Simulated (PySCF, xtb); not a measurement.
(Z)-1,2-difluoroethene (C2H2F2), SMILES F/C=C\F.

GFN2-xTB in xtb at its own geometry gives an orbital gap of 5.13 eV and a dipole moment of 3.05 D.

Coordinates come from a B3LYP-D3(BJ)/def2-SVP optimisation.

Problem. What does r2SCAN/def2-TZVPD run with PySCF give? (Estimate from the structure and the level; the computed values follow.)

Solution. gap 6.01 eV (levels -6.54 and -0.52 eV), dipole 2.12 D.
